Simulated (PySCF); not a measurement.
**Multinuclear NMR of C₄H₆N₂O₂Si**

Geometry (Å), atoms numbered from 1 in this order:
```xyz
15

C     2.1717   -1.2053    0.6474
C     0.9562   -0.3700    0.8895
C     0.4971   -0.3353    2.2444
N     0.1271   -0.2719    3.3276
N     0.3968    0.2743   -0.0432
Si   -1.0854    1.1114   -0.2343
O    -0.9616    2.0758   -1.5299
C    -2.2833   -0.2520   -0.8589
O    -2.5959   -1.2245   -0.2271
H     1.9556   -2.2440    0.8971
H     2.4640   -1.1336   -0.3963
H     2.9883   -0.8750    1.2886
H    -1.6461    1.8105    0.9162
H    -0.2855    2.7427   -1.6093
H    -2.7035   -0.0952   -1.8733
```

PySCF 2.14 calculation with σ from GIAO-PBE0/pcSseg-1 and structure optimised with GFN2-xTB; relativity neglected, fast rotation and ring inversion assumed for equivalent nuclei, one conformer, isolated molecule.

Question: Where does 29Si resonate?

Answer: 
```
atoms                   environment  σ (ppm)  δ (ppm)
  Si6  silicon bonded to C, N, O, H    413.0    -59.5
```

Shieldings were converted by a linear fit to measured shifts: 29Si: δ = 279.94 − 0.822σ (rms 8.9 ppm, 72 shifts, 25.8 ppm with the 6 outliers that the fit left out vs TMS, solution or neat liquid). Occasional misses reach two or three times the rms, and more in compound classes unlike the fitted ones.

On a 300 MHz spectrometer 29Si resonates near 59.6 MHz, so 1 ppm is 59.6 Hz.

Question: What are the 15N shifts?

Answer: 
```json
{"atoms": "N5", "environment": "imine nitrogen", "σ (ppm)": "-152.6", "δ (ppm)": "-7.5"}
{"atoms": "N4", "environment": "nitrile nitrogen", "σ (ppm)": "-43.8", "δ (ppm)": "-107.7"}
```

Shieldings were converted by a linear fit to measured shifts: 15N (scatter 6.3 ppm rms vs CH3NO2, solution or neat liquid). Occasional misses reach two or three times the rms, and more in compound classes unlike the fitted ones.

On a 400 MHz spectrometer 15N resonates near 40.5 MHz, so 1 ppm is 40.5 Hz.

Question: Predict the 17O NMR data.

Answer: 
```csv
atoms,environment,σ (ppm),δ (ppm)
O9,carbonyl oxygen,-598.7,812.0
O7,"oxygen bonded to Si, H",299.8,-6.4
```

Shieldings were converted by a linear fit to measured shifts: 17O (scatter 10.7 ppm rms, 12.2 ppm with the 3 outliers that the fit left out vs liquid water, solution or neat liquid). Occasional misses reach two or three times the rms, and more in compound classes unlike the fitted ones.

On a 300 MHz spectrometer 17O resonates near 40.7 MHz, so 1 ppm is 40.7 Hz.
